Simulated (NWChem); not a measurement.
Everything below was run with NWChem. System: GeS, charge 0, spin multiplicity 1, displaced from the optimised geometry. The structure started from a generated list of species. Level: B3LYP/def2-SVP, VWN1-RPA local correlation.

Job file:

```
start mol
memory heap 200 mb stack 900 mb global 1100 mb
geometry units angstroms nocenter noautoz
  Ge     0.000000     0.000000     0.694733
  S      0.000000     0.000000    -1.389466
  symmetry group C2v
end
basis spherical
  * library def2-svp
end
dft
  xc b3lyp
  semidirect memsize 60000000 filesize 0
  iterations 100
  convergence energy 1e-4 density 1e-3 gradient 5e-3
end
task dft gradient
```

NWChem printed:

```
             Northwest Computational Chemistry Package (NWChem) 7.3.0
             --------------------------------------------------------

                                NWChem Input Module
                                -------------------

 Scaling coordinates for geometry "geometry" by  1.889725989
 (inverse scale =  0.529177249)

 Turning off AUTOSYM since
 SYMMETRY directive was detected!

                             Geometry "geometry" -> ""
                             -------------------------

 Output coordinates in angstroms (scale by  1.889725989 to convert to a.u.)

  No.       Tag          Charge          X              Y              Z
 ---- ---------------- ---------- -------------- -------------- --------------
    1 Ge                  32.0000     0.00000000     0.00000000     0.69473300
    2 S                   16.0000     0.00000000     0.00000000    -1.38946600

 Effective nuclear repulsion energy (a.u.)     129.9965845334

            Nuclear Dipole moment (a.u.)
            ----------------------------
        X                 Y               Z
 ---------------- ---------------- ----------------
     0.0000000000     0.0000000000     0.0000000000

      Symmetry information
      --------------------

 Group name             C2v
 Group number             16
 Group order               4
 No. of unique centers     2

      Symmetry unique atoms

     1    2


 Summary of "ao basis" -> "" (spherical)
 ------------------------------------------------------------------------------
       Tag                 Description            Shells   Functions and Types
 ---------------- ------------------------------  ------  ---------------------
 *                          def2-svp                  on all atoms

                                 NWChem DFT Module
                                 -----------------

 Summary of "ao basis" -> "ao basis" (spherical)
 ------------------------------------------------------------------------------
       Tag                 Description            Shells   Functions and Types
 ---------------- ------------------------------  ------  ---------------------
 Ge                         def2-svp                12       32   5s4p3d
 S                          def2-svp                 8       18   4s3p1d

 Summary of "ao basis" -> "ao basis" (spherical)
 ------------------------------------------------------------------------------
       Tag                 Description            Shells   Functions and Types
 ---------------- ------------------------------  ------  ---------------------
 Ge                         def2-svp                12       32   5s4p3d
 S                          def2-svp                 8       18   4s3p1d

      Symmetry analysis of basis
      --------------------------

        a1         24
        a2          4
        b1         11
        b2         11

            General Information
            -------------------
          SCF calculation type: DFT
          Wavefunction type:  closed shell.
          No. of atoms     :     2
          No. of electrons :    48
           Alpha electrons :    24
            Beta electrons :    24
          Charge           :     0
          Spin multiplicity:     1
          Use of symmetry is: on ; symmetry adaption is: on
          Maximum number of iterations: 100
          AO basis - number of functions:    50
                     number of shells:    20
          Convergence on energy requested:  1.00D-04
          Convergence on density requested:  1.00D-03
[...]
     9     -0.237118  1 Ge px                37     -0.139272  2 S  px
     6      0.076600  1 Ge px                49     -0.038094  2 S  d  1
    31     -0.028228  1 Ge d  1              21      0.025366  1 Ge d  1

 Vector   26  Occ=0.000000D+00  E=-9.401115D-02  Symmetry=b2
              MO Center= -1.3D-31,  2.5D-17,  2.8D-01, r^2= 3.4D+00
   Bfn.  Coefficient  Atom+Function         Bfn.  Coefficient  Atom+Function
  ----- ------------  ---------------      ----- ------------  ---------------
    16      0.636206  1 Ge py                44     -0.452968  2 S  py
    13      0.437275  1 Ge py                41     -0.241951  2 S  py
    10     -0.237118  1 Ge py                38     -0.139272  2 S  py
     7      0.076600  1 Ge py                47      0.038094  2 S  d -1
    29      0.028228  1 Ge d -1              19     -0.025366  1 Ge d -1

 Vector   27  Occ=0.000000D+00  E= 4.657745D-02  Symmetry=a1
              MO Center= -3.1D-16, -3.1D-16,  5.1D-01, r^2= 4.3D+00
   Bfn.  Coefficient  Atom+Function         Bfn.  Coefficient  Atom+Function
  ----- ------------  ---------------      ----- ------------  ---------------
    17      1.251790  1 Ge pz                36      0.858009  2 S  s
    45      0.809733  2 S  pz                 5     -0.531086  1 Ge s
     4     -0.369130  1 Ge s                 14      0.250746  1 Ge pz
    35      0.235851  2 S  s                 42      0.220735  2 S  pz
     3      0.179433  1 Ge s                 34     -0.171599  2 S  s

 center of mass
 --------------
 x =   0.00000000 y =   0.00000000 z =   0.12370253

 moments of inertia (a.u.)
 ------------------
         346.217234930999           0.000000000000           0.000000000000
           0.000000000000         346.217234930999           0.000000000000
           0.000000000000           0.000000000000           0.000000000000

     Multipole analysis of the density
     ---------------------------------

     L   x y z        total         alpha         beta         nuclear
     -   - - -        -----         -----         ----         -------
     0   0 0 0     -0.000000    -24.000000    -24.000000     48.000000

     1   1 0 0     -0.000000     -0.000000     -0.000000      0.000000
     1   0 1 0     -0.000000     -0.000000     -0.000000      0.000000
     1   0 0 1      0.838260      0.419130      0.419130      0.000000

     2   2 0 0    -21.654380    -10.827190    -10.827190      0.000000
     2   1 1 0     -0.000000     -0.000000     -0.000000      0.000000
     2   1 0 1      0.000000      0.000000      0.000000      0.000000
     2   0 2 0    -21.654380    -10.827190    -10.827190      0.000000
     2   0 1 1      0.000000      0.000000      0.000000      0.000000
     2   0 0 2    -23.502633    -94.483553    -94.483553    165.464473

            General Information
            -------------------
          SCF calculation type: DFT
          Wavefunction type:  closed shell.
          No. of atoms     :     2
          No. of electrons :    48
           Alpha electrons :    24
            Beta electrons :    24
          Charge           :     0
          Spin multiplicity:     1
          Use of symmetry is: on ; symmetry adaption is: on
          Maximum number of iterations: 100
          AO basis - number of functions:    50
                     number of shells:    20
          Convergence on energy requested:  1.00D-04
          Convergence on density requested:  1.00D-03
          Convergence on gradient requested:  5.00D-03

              XC Information
              --------------
                         B3LYP Method XC Potential
                     Hartree-Fock (Exact) Exchange  0.200
                        Slater Exchange Functional  0.800 local
                    Becke 1988 Exchange Functional  0.720 non-local
              Lee-Yang-Parr Correlation Functional  0.810
                  VWN I RPA Correlation Functional  0.190 local

             Grid Information
             ----------------
          Grid used for XC integration:  medium
          Radial quadrature: Mura-Knowles
          Angular quadrature: Lebedev.
          Tag              B.-S. Rad. Rad. Pts. Rad. Cut. Ang. Pts.
          ---              ---------- --------- --------- ---------
          Ge                  1.25      112           8.0       590
          S                   1.00       88           8.0       590
          Grid pruning is: on
          Number of quadrature shells:   200
          Spatial weights used:  Erf1

          Convergence Information
          -----------------------
          Convergence aids based upon iterative change in
          total energy or number of iterations.
          Levelshifting, if invoked, occurs when the
          HOMO/LUMO gap drops below (HL_TOL):  1.00D-02
          DIIS, if invoked, will attempt to extrapolate
          using up to (NFOCK): 10 stored Fock matrices.

                    Damping( 0%)  Levelshifting(0.5)       DIIS
                  --------------- ------------------- ---------------
          dE  on:    start            ASAP                start
          dE off:    2 iters        100 iters           100 iters

      Screening Tolerance Information
      -------------------------------
          Density screening/tol_rho:  1.00D-10
          AO Gaussian exp screening on grid/accAOfunc:   9
          CD Gaussian exp screening on grid/accCDfunc:  20
          XC Gaussian exp screening on grid/accXCfunc:  20
          Schwarz screening/accCoul:  1.00D-08

                            NWChem DFT Gradient Module
                            --------------------------

  charge          =   0.00
  wavefunction    = closed shell

  Using symmetry

                         DFT ENERGY GRADIENTS

    atom               coordinates                        gradient
                 x          y          z           x          y          z
   1 Ge      0.000000   0.000000   1.312855    0.000000   0.000000   0.024769
   2 S       0.000000   0.000000  -2.625710    0.000000   0.000000  -0.024769

                 ----------------------------------------
                 |  Time  |  1-e(secs)   |  2-e(secs)   |
                 ----------------------------------------
                 |  CPU   |       0.00   |       1.23   |
                 ----------------------------------------
                 |  WALL  |       0.00   |       1.23   |
                 ----------------------------------------

 Task  times  cpu:        2.3s     wall:        2.3s

 Total times  cpu:        2.3s     wall:        2.3s
```
